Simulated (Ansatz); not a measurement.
Gas-phase electronic energies from Ansatz, PBE0-D4/def2-TZVP geometries. CBS: MP2 limit from def2 TZ/QZ plus the TZ coupled-cluster correction, frozen cores. This one scheme is used for every species. Functionals use def2-TZVPP. def2 core potentials past Kr. For Cd outer-core shells are correlated without core-valence functions, which leaves a few kJ/mol of doubt a bond. One conformer a species, not always the lowest.

Reaction (ligand exchange at a Cd–S bond): `[F][Cd][SH]` + `O[SiH3]` → `[F][Cd][O][SiH3]` + H₂S

Is it downhill or uphill in electronic energy at CCSD(T)/CBS, and by how much? (Best estimate.)

The calculation gave: Uphill: ΔE = +0.76 eV.

What do these levels give: B97M-V, BHLYP-D4, PBE, r2SCAN0, HF/def2-SVP, MP2/def2-QZVPP? (Best estimate.)

Computed: B97M-V 0.71, BHLYP-D4 0.76, PBE 0.80, r2SCAN0 0.82, HF/def2-SVP 0.68, MP2/def2-QZVPP 0.76 eV.

Largest T1 diagnostic among the species: 0.016.

From r2SCAN to r2SCAN0 (25 % exact exchange), in def2-TZVPP and without D4, ΔE moves by +0.05 eV. At CCSD(T), def2-SVP lies −0.18 eV from the extrapolated value and def2-TZVPP −0.09 eV.
